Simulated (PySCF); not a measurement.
Removing the step error of a finite difference

System: H$_{3}$Cl$_{3}$OSi$_{2}$ (SMILES [SiH3]O[Si](Cl)(Cl)Cl), singlet, geometry from GFN2-xTB. Level: CAMB3LYP/6-31G, polarisability run with PySCF. Sums are taken with unrounded values, so a last digit can differ.

Second differences of the energy in a field along z gave a polarisability along z of 64.556 bohr³ at step 0.02 and 65.015 bohr³ at step 0.05 (atomic units).

Extrapolate to zero step.

The leading error of a symmetric difference goes as h², so A(h) = A0 + c h². Then c = (65.015 - (64.556))/(0.05² - 0.02²) = 219 (atomic units) and A0 = 64.556 - c × 0.02² = 64.468 bohr³. The analytic value from the same program and level is 64.472 bohr³: the smaller step missed it by 0.084, the extrapolation by -0.004.
